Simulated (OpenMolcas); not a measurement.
**Levels of In+ by method**

```yaml
Program: OpenMolcas
Basis: ANO-R2 [7s6p4d2f1g]
Scalar_Hamiltonian: X2C, finite nucleus
Active_space: 2 electrons in 8 orbitals (5s 5p 6s 6p)
State_averaging: 2S+1 = 3 even, 1 root; 2S+1 = 1 even, 7 roots; 2S+1 = 3 odd, 3 roots; 2S+1 = 1 odd, 3 roots
Spin-orbit_coupling: state interaction with AMFI integrals over the reference wave functions, term energies averaged over their components
```

Methods on the same reference wave functions:
A. CASSCF
B. SS-CASPT2, IPEA 0.25 Eh, imaginary shift 0.1 Eh (closed shells correlated: 4d)
C. MS-CASPT2, IPEA 0.25 Eh, imaginary shift 0.1 Eh (closed shells correlated: 4d)

Energies in cm⁻¹ above 5s² ¹S₀, the measured ground level; measured values from NIST Handbook of Basic Atomic Spectroscopic Data.

| Level | A | B | C | Measured |
| --- | --- | --- | --- | --- |
| 5s² ¹S₀ | 0.0 | 0.0 | 0.0 | 0.0 |
| 5s 5p ³P°₀ | 38688 | 42410 | 42530 | 42276 |
| 5s 5p ³P°₁ | 39570 | 43280 | 43400 | 43351 |
| 5s 5p ³P°₂ | 41451 | 45180 | 45300 | 45830 |
| 5s 5p ¹P°₁ | 67057 | 63050 | 63170 | 63038 |

Deviations, from unrounded energies. A percentage is the sum of absolute deviations over the sum of measured energies, with the sign that they share, or ± where signs differ.

```
           Against measurement  Levels     A     B     C
mean absolute deviation (cm-1)       4  3900   220   240
      other configurations (%)       4  ±8.1  ±0.4  ±0.5
```

B lies closest to measurement on these levels and A furthest from it. The largest miss of B in the table is 5s 5p ³P°₂, by -650 cm-1. The ranking rests on the paired levels alone, and a cruder setting can come out closer through cancelling errors.

Between B and C the level of the table that moves most is 5s 5p ³P°₁, by 120 cm-1 (lowest in B, highest in C). Moves below CASPT2's spread within the term are not significant.

The lowest spin-free term lies below A's lowest term by 0.426 hartree in B, 0.426 hartree in C.

The run also gave levels led by 5s 6s, which use shells meant for correlation; these and all levels above them are left out. Without dynamic correlation excited terms often stand tens of per cent too high (terms of higher spin than the ground term too low), and those without a measured partner can miss by more than the paired ones (holds for A). Computed and measured levels are paired by configuration, term and J; levels that our copy of the source lacks, or whose pairing is in doubt (as where it misses far off the trend of its configuration), stay unpaired and out of the deviations. Levels of configurations outside the active space are missing. Levels that lie high or do not pair safely by name in every column are left out.

° marks odd parity.
